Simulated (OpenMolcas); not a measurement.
Tb2+: moving or changing the point charges

Tb2+ among 6 point charges of -1 e arranged as an octahedron (Oh), 2.44 Å from the ion.

```json
{
 "Program": "OpenMolcas 26.06",
 "Method": "CASSCF",
 "Basis": "ANO-RCC-VDZP [7s6p4d2f1g]",
 "Scalar Hamiltonian": "DKH2, point nucleus",
 "Active space": "9 electrons in 7 orbitals (4f)",
 "State averaging": "2S+1 = 6 odd, 21 roots; 2S+1 = 4 odd, 128 roots kept (CI in the orbitals of an earlier block, 108 in the spin-orbit step); 2S+1 = 2 odd, 130 roots kept (CI in the orbitals of an earlier block, 41 in the spin-orbit step)",
 "Spin-orbit coupling": "RASSI with atomic mean-field integrals over the reference wave functions"
}
```

Runs around this geometry, states (labels of O, the rotations of Oh). Energies in cm-1 above the lowest state or level, χT in cm3 K/mol; under a threefold ground state the first gap can be a small split of the lowest multiplet, not the spin-orbit step.

```json
{"R (Å)": "2.44", "Ground state": "6T1", "First state of that spin": "6T2 113.3", "First gap with spin-orbit (degeneracies)": "15.8 (2, 4)", "Width of lowest J": "238", "χT at 300 K": "14.026"}
{"R (Å)": "2.54", "Ground state": "6T1", "First state of that spin": "6T2 91.8", "First gap with spin-orbit (degeneracies)": "12.9 (2, 4)", "Width of lowest J": "197", "χT at 300 K": "14.048"}
{"R (Å)": "2.8", "Ground state": "6T1", "First state of that spin": "6T2 54.8", "First gap with spin-orbit (degeneracies)": "7.8 (2, 4)", "Width of lowest J": "123", "χT at 300 K": "14.077"}
```

Taking the width of the lowest J multiplet as R^-n, n = -ln(123 / 238) / ln(2.8 / 2.44) = 4.8 between the shortest and longest distance.

High states are left out of the spin-orbit mixing, which shifts the levels that they would mix with. This is an electrostatic model: the charges have no orbitals. A group larger than the point group allows holds several states that coincide in this model. No measured value stands beside these numbers.
